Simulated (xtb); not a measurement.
BiCl$_{2}$, charge +2, quartet, at a GFN2-xTB geometry of the parent state (such geometries of metal compounds can be far from the true shape) (a state made from the parent by changing its charge; the spin is typed, not shown lowest); GFN2-xTB (xtb).

xtb was given this input:
```
$ xtb mol.xyz --gfn 2 --chrg 2 --uhf 3 --json

# file mol.xyz
3

Bi     0.31097613    -0.02872197     0.36220955
Cl     0.55868221     0.40037284    -1.98945602
Cl    -2.07697743    -0.26014204     0.22102113
```

The log (banner, timings and long lists left out):

```
   ID    Z sym.   atoms
    1   83 Bi     1
    2   17 Cl     2, 3

           -------------------------------------------------
          |                Calculation Setup                |
           -------------------------------------------------

           -------------------------------------------------
          |                 G F N 2 - x T B                 |
           -------------------------------------------------

          ...................................................
          :                      SETUP                      :
          :.................................................:
          :  # basis functions                  24          :
          :  # atomic orbitals                  22          :
          :  # shells                            8          :
          :  # electrons                        17          :
          :  max. iterations                   250          :
          :  Hamiltonian                  GFN2-xTB          :
          :  restarted?                      false          :
          :  GBSA solvation                  false          :
          :  PC potential                    false          :
          :  electronic temp.          300.0000000     K    :
          :  accuracy                    1.0000000          :
          :  -> integral cutoff          0.2500000E+02      :
          :  -> integral neglect         0.1000000E-07      :
          :  -> SCF convergence          0.1000000E-05 Eh   :
          :  -> wf. convergence          0.1000000E-03 e    :
          :  Broyden damping             0.4000000          :
          :  net charge                          2          :
          :  unpaired electrons                  3          :
          ...................................................

 iter      E             dE          RMSdq      gap      omega  full diag
   1     -8.4239523 -0.842395E+01  0.265E+01    3.05       0.0  T
   2    -10.0508781 -0.162693E+01  0.181E+01    2.83       1.0  T
   3    -10.1604930 -0.109615E+00  0.911E+00    3.03       1.0  T
   4    -10.1734944 -0.130014E-01  0.385E+00    3.02       1.0  T
   5    -10.1742327 -0.738344E-03  0.130E+00    2.96       1.0  T
   6    -10.1737177  0.515060E-03  0.709E-01    2.94       1.0  T
   7    -10.1690785  0.463921E-02  0.149E+00    2.94       1.0  T
   8    -10.1743677 -0.528917E-02  0.381E-01    2.94       1.0  T
   9    -10.1744362 -0.685162E-04  0.230E-01    2.94       1.0  T
  10    -10.1744484 -0.122154E-04  0.102E-01    2.94       1.0  T
  11    -10.1744468  0.153873E-05  0.106E-01    2.94       1.0  T
  12    -10.1744483 -0.141937E-05  0.441E-02    2.94       1.3  T
  13    -10.1744506 -0.236937E-05  0.149E-02    2.94       3.9  T
  14    -10.1744507 -0.396104E-07  0.544E-03    2.94      10.6  T
  15    -10.1744507 -0.726805E-07  0.397E-03    2.94      14.5  T
  16    -10.1744507 -0.181557E-08  0.188E-03    2.94      30.8  T
  17    -10.1744507 -0.435085E-09  0.816E-04    2.94      70.7  T
  18    -10.1744507 -0.726796E-10  0.114E-04    2.94     505.7  T

   *** convergence criteria satisfied after 18 iterations ***

         :::::::::::::::::::::::::::::::::::::::::::::::::::::
         ::                     SUMMARY                     ::
         :::::::::::::::::::::::::::::::::::::::::::::::::::::
         :: total energy             -10.171977627830 Eh    ::
         :: gradient norm              0.103762869601 Eh/a0 ::
         :: HOMO-LUMO gap              2.937107030732 eV    ::
         ::.................................................::
         :: SCC energy               -10.174450680711 Eh    ::
         :: -> isotropic ES            0.497509347508 Eh    ::
         :: -> anisotropic ES         -0.003873728843 Eh    ::
         :: -> anisotropic XC          0.006744834396 Eh    ::
         :: -> dispersion             -0.002234472729 Eh    ::
         :: repulsion energy           0.002473052881 Eh    ::
[...]

           -------------------------------------------------
          |                Property Printout                |
           -------------------------------------------------

    * Orbital Energies and Occupations

         #    Occupation            Energy/Eh            Energy/eV
      -------------------------------------------------------------
         1        2.0000           -1.5813474             -43.0307
         2        2.0000           -1.4782457             -40.2251
         3        2.0000           -1.4558394             -39.6154
         4        2.0000           -0.9614948             -26.1636
         5        2.0000           -0.9470176             -25.7697
         6        2.0000           -0.9309515             -25.3325
         7        1.4898           -0.9211773             -25.0665
         8        1.4377           -0.9209783             -25.0611
         9        1.0725           -0.9187946             -25.0017
        10        1.0000           -0.7451401             -20.2763 (HOMO)
        11                         -0.6372034             -17.3392 (LUMO)
        12                         -0.6265817             -17.0502
        13                         -0.4585345             -12.4774
        14                         -0.4567689             -12.4293
        15                         -0.4567641             -12.4292
        16                         -0.4546251             -12.3710
        17                         -0.4545991             -12.3703
        18                         -0.4545864             -12.3699
        19                         -0.4545650             -12.3693
        20                         -0.4511057             -12.2752
        21                         -0.4405164             -11.9871
        22                         -0.4163166             -11.3286
      -------------------------------------------------------------
                  HL-Gap            0.1079367 Eh            2.9371 eV
             Fermi-level           -0.8061939 Eh          -21.9377 eV

     #   Z          covCN         q      C6AA      α(0)
     1  83 Bi       1.634     1.010   463.552    42.433
     2  17 Cl       0.817     0.495    85.492    14.145
     3  17 Cl       0.817     0.495    85.492    14.145

 Mol. C6AA /au·bohr⁶  :       1584.144631
 Mol. C8AA /au·bohr⁸  :     137298.467175
 Mol. α(0) /au        :         70.722278

Wiberg/Mayer (AO) data.
largest (>0.10) Wiberg bond orders for each atom

 ---------------------------------------------------------------------------
     #   Z sym  total        # sym  WBO       # sym  WBO       # sym  WBO
 ---------------------------------------------------------------------------
     1  83 Bi   1.558 --     3 Cl   0.779     2 Cl   0.779
     2  17 Cl   1.161 --     1 Bi   0.779     3 Cl   0.382
     3  17 Cl   1.161 --     1 Bi   0.779     2 Cl   0.382
 ---------------------------------------------------------------------------

Topologies differ in total number of bonds
Writing topology from bond orders to xtbtopo.mol

molecular dipole:
                 x           y           z       tot (Debye)
 q only:       -0.828       0.076      -0.964
   full:       -0.741       0.068      -0.863       2.897
molecular quadrupole (traceless):
                xx          xy          yy          xz          yz          zz
 q only:        4.547       1.978      -7.638      -3.557      -2.322       3.091
  q+dip:        5.373       2.425      -8.824      -4.833      -2.744       3.451
   full:        6.455       2.733     -11.016      -4.506      -3.296       4.561

           -------------------------------------------------
          | TOTAL ENERGY              -10.171977627830 Eh   |
          | GRADIENT NORM               0.103762869601 Eh/α |
          | HOMO-LUMO GAP               2.937107030732 eV   |
           -------------------------------------------------

normal termination of xtb
```
